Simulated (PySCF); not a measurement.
Radial density of Cu- (copper, charge -1)

TPSSh, [Ar] 3d10 4s2, closed-shell 1S. Calculation: PySCF 2.14, in aug-cc-pVDZ-DK; the spin-free X2C one-electron Hamiltonian (Gaussian nucleus).

| r (bohr) | 4πr²ρ (e/bohr) |
| --- | --- |
| 0.000925 | 0.2729 |
| 0.00156 | 0.6812 |
| 0.00262 | 1.664 |
| 0.00440 | 3.922 |
| 0.00740 | 8.702 |
| 0.0125 | 17.36 |
| 0.0209 | 28.79 |
| 0.0352 | 35.37 |
| 0.0593 | 30.20 |
| 0.0997 | 30.29 |
| 0.168 | 40.25 |
| 0.282 | 23.56 |
| 0.474 | 20.05 |
| 0.798 | 18.52 |
| 1.34 | 5.235 |
| 2.26 | 1.436 |
| 3.80 | 0.5249 |
| 6.39 | 0.1085 |
| 10.7 | 0.009962 |
| 18.1 | 2.868e-05 |

Densities and radii are taken from the X2C orbitals without a picture-change correction, which distorts them close to the nucleus.

At TPSSh the highest occupied level has a positive energy, so only the finite basis holds that electron; in a semilocal or global hybrid functional this comes from self-interaction and does not mean that the real anion is unbound.
